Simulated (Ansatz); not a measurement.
A search over several starts for the lowest SCF solution of Sb3As⁺, that is AsSbSbSb tetrahedron with one electron fewer at the given spin, in a small basis.

```yaml
crystal:
  periodic: [false, false, false]
  atoms:
    - {symbol: As, position_ang: [1.255165, 0.729160, 0.641576]}
    - {symbol: Sb, position_ang: [-1.225865, 1.190118, -0.262960]}
    - {symbol: Sb, position_ang: [0.506641, -0.710576, -1.492201]}
    - {symbol: Sb, position_ang: [-0.535931, -1.208702, 1.113595]}
basis:
  gaussian: {orbitals: def2-SVP}
total_charge: 1
magnetization: {spin_polarized: true, initial_magnetization: 1}
hamiltonian: {xc: pbe0, dispersion: d4}
output: {orbitals: {seedname: orbitals}}
```

```sh
$ ansatz run in.yaml --threads 4 --pin off --events-out ev --progress --plain --max-ram 3916MiB
```

It prints (some lines left out):

```
Functional definition: PBE0
1318 factors; integrals over basis functions are off by at most 3.1e-4 eV
mean field evaluation 1: about -80433.5172 eV, gradient 1.5e1 eV
mean field evaluation 2: about -80429.1350 eV, gradient 2.8e1 eV
mean field evaluation 4: about -80435.2688 eV, gradient 2.0e0 eV
mean field evaluation 8: about -80435.3672 eV, gradient 3.2e-1 eV
mean field evaluation 16: about -80435.3685 eV, gradient 3.2e-3 eV
mean field evaluation 32: about -80435.3685 eV, gradient 2.3e-5 eV
mean field evaluation 64: about -80435.3684 eV, gradient 3.3e-3 eV
mean field -80435.36845326 eV, -2955.9452696063 hartree, gradient 4.2e-6 eV, S^2 0.756852; 8 other end points of the search recorded, 0 dependent functions left out
reference -80435.36847542 eV, -2955.9452704208 hartree; 51, 50 occupied and 59, 60 virtual orbitals, 1318 factors
Total energy: -80435.62425065 eV, -2955.9546699870 hartree
```

Run time 16 s (4 threads of Arm Neoverse V2 on a shared host), peak host memory 0.61 GiB.

In the def2 sets Sb takes a core potential; there is no spin–orbit coupling.
